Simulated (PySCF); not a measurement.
Method: B3LYP-D3(BJ)/def2-TZVP // BP86-D3(BJ)/def2-SVP (PySCF 2.14.0). Isolated molecules, 0 K electronic values unless said otherwise. One relaxed conformer stands for a flexible species; it need not be the lowest. B3LYP has the VWN-RPA correlation part, as in Gaussian. 

Reference species: [Sc(Cl)3] (neutral, multiplicity 1).

- charge on the central atom (Mulliken): 1.12 e
- coordination number: 3
- mean distance from the central atom to its bonded neighbours: 2.271 Å

After one change: the charge on the central atom (Mulliken) goes up by 0.06 e; the coordination number stays essentially unchanged; the mean distance from the central atom to its bonded neighbours drops by 0.090 Å.

### Question
Name the change that produced these shifts. The new species is one of these.
A) [Sc(Cl)(NH2)2]
B) [Sc(NH2)3]
C) [Sc(Cl)2(NH2)]

### Answer
C, [Sc(Cl)2(NH2)]
